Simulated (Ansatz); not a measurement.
A run for Ansatz (a quantum-chemistry and plane-wave program): U-B2PLYP/def2-TZVPP on C (SMILES [C]).

Ansatz 0.2 input:
```yaml
crystal:
  periodic: [false, false, false]
  atoms:
    - {symbol: C, position_ang: [0.00000000, 0.00000000, 0.00000000]}
basis:
  gaussian:
    orbitals: def2-TZVPP
hamiltonian:
  xc: {name: B2PLYP}
magnetization: {spin_polarized: true, initial_magnetization: 2}
correlation: {electrons: outside_noble_gas}
```

Output:

```
WARN ansatz: RAYON_NUM_THREADS=1 ignored (pool sized by the plan → 1); use --threads N
Functional definition: B2PLYP
integrals: 0.00 GiB planned
190 factors; integrals over basis functions are off by at most 5.4e-5 eV
mean field: 0.06 GiB planned
mean field evaluation 1: about -1028.6088 eV, gradient 4.4e0 eV
mean field evaluation 2: about -1028.6092 eV, gradient 4.4e0 eV
mean field evaluation 4: about -1028.7248 eV, gradient 1.3e-1 eV
mean field evaluation 8: about -1028.7249 eV, gradient 3.7e-3 eV
mean field -1028.72490022 eV, -37.8049427882 hartree, gradient 2.0e-6 eV, S^2 2.005648; 0 other end points of the search recorded, 0 dependent functions left out
1 core orbitals not correlated
reference -1028.72499922 eV, -37.8049464266 hartree; 3, 1 occupied and 27, 29 virtual orbitals, 190 factors
second order -2.22589323 eV of doubles, -0.00000000 eV of singles
Total energy: -1029.32599040 eV, -37.8270324448 hartree
```

The calculation finished and met its thresholds.

Cost: around 0.4 core-seconds (rough).
